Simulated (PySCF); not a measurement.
H3S, SMILES [SH3+], charge +1.

The structure is a stationary point at B3LYP-D3(BJ)/def2-TZVPD. The isomer is the one that the SMILES or the coordinates give; other isomers of the formula were not compared.

Lowest vertical singlet excitation by several levels in PySCF, with rough processor times relative to the cheapest run on one machine. Each run also gave further roots (ADC and EOM-CCSD ionised and attached states too); roots are paired by order and the bases differ. EOM-CCSD serves as a yardstick, not as the true value; all levels that ended soundly for this molecule are listed, with differences from unrounded values.

```tsv
level	relative cost
TDA-LC-ωPBE/def2-TZVPD	1
EOM-CCSD/aug-cc-pVDZ	1
TDA-CAM-B3LYP/def2-TZVPD	1
ADC(3)/aug-cc-pVDZ	10
```

Computed S1 at each level and its distance from EOM-CCSD:
| level | S1 (eV) | S1 minus EOM-CCSD (eV) |
|---|---|---|
| TDA-LC-ωPBE/def2-TZVPD | 9.65 | -0.36 |
| EOM-CCSD/aug-cc-pVDZ | 10.01 | 0.00 |
| TDA-CAM-B3LYP/def2-TZVPD | 9.53 | -0.48 |
| ADC(3)/aug-cc-pVDZ | 9.80 | -0.21 |
